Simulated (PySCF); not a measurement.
How methods differ on the excitation energy of Tb²⁺

Tb²⁺ [Xe] 4f9 (high-spin determinant) → Tb²⁺ [Xe] 4f8 6s1 (8F), as a difference of total energies. Calculation: PySCF 2.14, in ANO-RCC-VTZP; the spin-free X2C one-electron Hamiltonian (Gaussian nucleus). Correlated levels: valence: [Kr] 4d10 frozen; valence and next inner shell: [Ar] 3d10 frozen. The calculations carry no spin-orbit coupling.

```csv
method,excitation energy (eV)
UHF,-1.233
LDA,3.495
PBE,3.455
PBE0,2.531
r2SCAN,3.041
MP2 (valence),2.022
SCS-MP2 (valence),2.033
MP2 (valence and next inner shell),2.409
SCS-MP2 (valence and next inner shell),2.208
```

Question: How much does correlation contribute at MP2 (valence and next inner shell)?

Answer: 2.409 − (-1.233) = 3.642 eV, measured against UHF.

A first-order spin-orbit estimate (lowest level to lowest level, LS coupling) adds 0.207 eV.

The basis was made for the ground configuration and has no added diffuse functions, so the excitation energy can come out too high.

The determinant of the lower state mixes LS terms, which raises its energy above the lowest term, most at the Hartree-Fock and MP2 levels.
